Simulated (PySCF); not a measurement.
Electronic structure of Cr³⁺ (chromium, charge +3) at the UHF level

Configuration: [Ar] 3d3, high-spin 4F determinant. Calculation: PySCF 2.14, in x2c-SVPall (5s3p3d1f, 36 functions); scalar relativity by spin-free X2C-1e.

```
Total energy                        : -1047.597735 hartree
One-electron energy                 : -1411.1244 hartree
Hartree (Coulomb) energy            : 410.5452 hartree
Exchange energy                     : -47.0186 hartree
⟨S²⟩                                : 3.7518
⟨L²⟩                                : 12.024
Sum of ⟨r⟩                          : 13.04 bohr
Sum of ⟨r²⟩                         : 13.26 bohr²
Langevin diamagnetic susceptibility : -10.5 ×10⁻⁶ cm³/mol
Time after the integrals            : 0.14 s of wall time on 1 thread of Neoverse-N1 (shared host)
```

```csv
shell,electrons,mean orbital energy (hartree),"rms radius, mean of both spins (bohr)"
1s α,1,-223.69485,0.0734
1s β,1,-223.69395,0.0734
2s α,1,-28.28663,0.316
2s β,1,-28.20870,0.316
2p α,3,-23.93146,0.287
2p β,3,-23.85301,0.287
3s α,1,-5.00534,0.959
3s β,1,-4.75719,0.959
3p α,3,-3.72181,1.03
3p β,3,-3.41999,1.03
3d α,3,-1.88188,1.20
```

Densities and radii are taken from the X2C orbitals without a picture-change correction, which distorts them close to the nucleus.
